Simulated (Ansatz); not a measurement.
Computed with Ansatz on PBE0-D4/def2-TZVP structures; ΔE is electronic, products minus reactants. CCSD(T)/CBS is the MP2 limit (def2-TZVPP, def2-QZVPP) plus CCSD(T) − MP2 in def2-TZVPP, frozen cores. This one scheme is used for every species. Functionals use def2-TZVPP. For Ge outer-core shells are correlated without core-valence functions, which leaves a few kJ/mol of doubt a bond. Scalar relativity is left out up to krypton. Each species was taken in one conformer, which may not be the lowest.

`O[SiH](F)[O][GeH3]` + `N[SiH](Cl)Cl` → `F[SiH2][O][GeH3]` + `N[Si](O)(Cl)Cl`  (redistribution)

`O[SiH](F)[O][GeH3]`:

Z-matrix (Å, degrees):
```
Si
F 1 1.596
O 1 1.604 2 111.1
O 1 1.633 2 108.1 3 118.5
H 1 1.472 2 106.4 3 -119.7
Ge 3 1.786 1 134.6 2 87.5
H 4 0.958 1 118.8 2 42.5
H 6 1.534 3 107.6 1 81.0
H 6 1.535 3 108.6 1 -40.1
H 6 1.532 3 104.9 1 -159.8
```

`N[SiH](Cl)Cl`:

Z-matrix (Å, degrees):
```
Si
Cl 1 2.041
Cl 1 2.056 2 107.0
N 1 1.692 2 107.5 3 124.1
H 1 1.472 2 110.9 3 -115.5
H 4 1.007 1 120.6 2 -43.0
H 4 1.008 1 120.1 2 169.5
```

`F[SiH2][O][GeH3]`:

Z-matrix (Å, degrees):
```
Si
O 1 1.614
F 1 1.598 2 110.3
H 1 1.483 2 111.3 3 117.5
H 1 1.477 2 108.6 3 -117.6
Ge 2 1.782 1 136.3 3 -67.1
H 6 1.532 2 105.5 1 -147.5
H 6 1.533 2 107.5 1 92.8
H 6 1.537 2 108.1 1 -27.7
```

`N[Si](O)(Cl)Cl`:

Z-matrix (Å, degrees):
```
Si
O 1 1.625
Cl 1 2.039 2 103.8
N 1 1.692 2 111.4 3 124.8
Cl 1 2.043 2 112.5 3 -116.6
H 2 0.960 1 116.0 3 -177.1
H 4 1.008 1 119.8 2 -59.5
H 4 1.007 1 119.6 2 155.6
```

```json
{"level": "PBE", "ΔE (kJ/mol)": "13.3"}
{"level": "SCS-MP2/def2-TZVPP", "ΔE (kJ/mol)": "12.1"}
```

**Question.** What does CCSD(T)/CBS give? (Best estimate.)

**Answer.** Ansatz gave: +13.1 kJ/mol. The listed levels differ from it by 0.2, -1.0 kJ/mol.

Largest T1 diagnostic among the species: 0.012.
